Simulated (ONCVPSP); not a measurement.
# zirconium: one change to an ONCV potential, before and after

Zr, optimised norm-conserving Vanderbilt (ONCV), made with ONCVPSP 4.0.1 (Wu-Cohen, fully relativistic). Core [Ar] 3d10 4s2, reference 4p6 4d2 5s1 5p1. Waves: 5s: rc 3.25 bohr, ncon 5, nbas 9, qcut 1.6 1/bohr, 2 projectors, debl 1.9 Ha; 4p+5p: rc 2.50 bohr, ncon 4, nbas 7, qcut 5.9 1/bohr, 2 projectors; 4d: rc 2.40 bohr, ncon 4, nbas 9, qcut 7.4 1/bohr, 2 projectors, debl 0.7 Ha. Local part: polynomial inside 1.80 bohr (lpopt 3, dvloc0 0 Ha). Core correction: Teter function, fcfact 5, rcfact 1.45.

Open shells are filled in proportion to 2j + 1.

Change: d: rc 3.26.

Cutoffs: the cutoffs (Ha) at which the residual kinetic energy of the hardest occupied pseudo-wave falls to 1 and 0.1 mHa per electron; they do not see the model core or the augmentation charge, which bear on the density cutoff. Errors are all-electron minus pseudo energies relative to the spin-unpolarised reference configuration.

Problem. Predict the effect on cutoff, ghosts and configuration errors.

Solution. The potential gets softer (15 Ha and 18 Ha → 12 Ha and 18 Ha); of the 3 tests that both files solve, the error grows in 0 and shrinks in 1 by more than 15 % and 0.3 meV (median size 4.5 → 4.2 meV); neither file shows a bound ghost. A larger radius leaves more room for a smooth pseudo-wave, so fewer plane waves are needed.

| quantity | base | changed |
| --- | --- | --- |
| cutoff, loose | 15 Ha | 12 Ha |
| cutoff, tight | 18 Ha | 18 Ha |
| loose cutoff by channel | s 6.4 Ha, p 11 Ha, d 15 Ha | s 6.4 Ha, p 11 Ha, d 12 Ha |
| bound ghosts | none | none |
| GHOST(+) flags under 300 eV | s at 19.2 eV | s at 19.2 eV |
| tests with a reliable result | 3 of 4 | 3 of 4 |
| error for 4p6 4d2 5s2 5p0, meV [ΔE -3.10 eV] | -4.5 | -4.2 |
| error for 4p6 4d2 5s1 5p0, meV [ΔE 4.08 eV] | -0.8 | -0.8 |
| error for 4p6 4d2 5s0 5p0, meV [ΔE 16.95 eV] | -6.3 | -4.7 |
| s: phases at 3.30 bohr within 0.05 rad from the reference energy up to (Ha; the scan ends near 5) | n/a | n/a |
| p3/2: phases at 2.54 bohr within 0.05 rad from the reference energy up to (Ha; the scan ends near 5) | 3.8 | 3.8 |
| p1/2: phases at 2.54 bohr within 0.05 rad from the reference energy up to (Ha; the scan ends near 5) | 3.8 | 3.8 |
| rms error of d²Exc/dni dnj with the model core, mHa | 4.41 | 4.44 |
